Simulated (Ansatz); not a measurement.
Species: CuCl, charge 0, multiplicity 1. 
Coordinates optimised at B3LYP-D3(BJ)/def2-TZVP (Ansatz, a program for electronic structure):
```xyz
2

Cu     0.0000     0.0000    -0.7732
Cl     0.0000     0.0000     1.3190
```
Charge 0, spin multiplicity 1.

Wanted: vertical ionisation energy (to the doublet state of charge +1; each state is the SCF solution reached for its spin; for the singlet T1 is 0.027), in eV. Valence correlation only, unless marked. UHF or UKS for open shells. Spin-orbit coupling is left out. Frozen are the shells of the preceding noble gas and the d and f shells that filled before the atom's block. Non-relativistic. CBS(X,Y): correlation extrapolated as X^-3; Hartree-Fock from the larger set.

| level | program | vertical ionisation energy (eV) |
|---|---|---|
| SVWN5/def2-TZVPD | Ansatz | 10.23 |
| PBE/def2-TZVPD | Ansatz | 9.91 |
| r2SCAN/def2-TZVPD | Ansatz | 9.88 |
| B3LYP/def2-TZVPD | Ansatz | 10.08 |
| PBE0/def2-TZVPD | Ansatz | 10.00 |
| BHLYP/def2-TZVPD | Ansatz | (withheld) |
| CAM-B3LYP/def2-TZVPD | Ansatz | (withheld) |
| wB97M-V/def2-TZVPD | Ansatz | (withheld) |
| wB97X-V/def2-TZVPD | Ansatz | (withheld) |
| CCSD/def2-SVPD | Ansatz | 9.75 |
| CCSD/def2-QZVPPD | Ansatz | 10.08 |
| CCSD(T)/CBS(def2-TZVPPD,def2-QZVPPD) | Ansatz | 10.27 |

Task: What belongs in the gaps?

Result: 
- BHLYP/def2-TZVPD, vertical ionisation energy (eV): 9.99
- CAM-B3LYP/def2-TZVPD, vertical ionisation energy (eV): 10.14
- wB97M-V/def2-TZVPD, vertical ionisation energy (eV): 10.09
- wB97X-V/def2-TZVPD, vertical ionisation energy (eV): 10.06
